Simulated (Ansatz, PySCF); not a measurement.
Dimer: ammonia borane (SMILES [BH3-][NH3+]) (first 8 atoms) with C2H4 (SMILES C=C); geometry from B3LYP-D3(BJ)/def2-TZVP, rigid monomers moved along the line of their centres of mass till H8···C10 is 3.44 Å.
(charge 0, multiplicity 1):
```
atom    x (Å)    y (Å)    z (Å)
----  -------  -------  -------
B     -0.9288   0.2896   0.2984
N      0.6322  -0.1670   0.5701
H     -1.0445   1.3660   0.8388
H     -1.6066  -0.5736   0.8076
H     -1.0487   0.3436  -0.9028
H      1.2837   0.5043   0.1745
H      0.8265  -1.0724   0.1528
H      0.8125  -0.2327   1.5723
C      0.3304   0.5870   4.8834
C     -0.0640  -0.6805   4.8689
H      1.1610   0.9183   5.4956
H     -0.1773   1.3384   4.2899
H     -0.9041  -0.9990   4.2627
H      0.4288  -1.4372   5.4682
```

Interaction energies are E(AB) − E(A) − E(B) at the monomers' geometry in the complex; basis-set methods are counterpoise corrected.

Cores are frozen in the correlated methods.

The values were computed with Ansatz (Gaussian orbitals); PySCF for the dispersion terms. Each number belongs to the level named beside it.

PBE/def2-TZVPPD gives -1.78 kcal/mol for the interaction energy.

Question: Predict the shift from PBE, with its sign, for: PBE-D3(BJ)/def2-TZVPPD, r2SCAN/def2-TZVPPD, PBE0/def2-TZVPPD, wB97M-V/def2-TZVPPD, MP2/aug-cc-pVDZ.

Answer: PBE-D3(BJ)/def2-TZVPPD -0.63; r2SCAN/def2-TZVPPD 0.01; PBE0/def2-TZVPPD 0.04; wB97M-V/def2-TZVPPD -0.35; MP2/aug-cc-pVDZ -0.31 kcal/mol. 2 of 5 lie above PBE; the widest gap is to PBE-D3(BJ)/def2-TZVPPD.

Ansatz is a quantum-chemistry and plane-wave program.
